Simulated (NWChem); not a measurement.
System: hydrogen selenide (H2Se); SMILES [SeH2]

NWChem input:

```
start job
memory heap 200 mb stack 900 mb global 1100 mb
geometry units angstroms noautoz
  Se     0.000000     0.000000     0.070389
  H      1.047558     0.000000    -0.955875
  H     -1.047558     0.000000    -0.955875
end
basis spherical
  * library def2-tzvp
end
dft
  xc xpbe96 cpbe96
  iterations 150
  vectors input atomic output neutral.movecs
end
task dft energy
charge 1
dft
  odft
  mult 2
  vectors input atomic output cation.movecs
end
task dft energy
```

The geometry was optimised at PBE0-D3(BJ)/def2-TZVP.

Ions are spin-unrestricted doublets at the neutral geometry; other ion states weren't tried.

**Question.** Give the results of this calculation. (PBE/def2-TZVP, vertical spin-unrestricted ions.) Quantities: vertical ionisation energy, ΔSCF (eV); −ε(HOMO) (eV).

**Answer.** 
- vertical ionisation energy, ΔSCF (eV) = 9.77
- −ε(HOMO) (eV) = 5.91
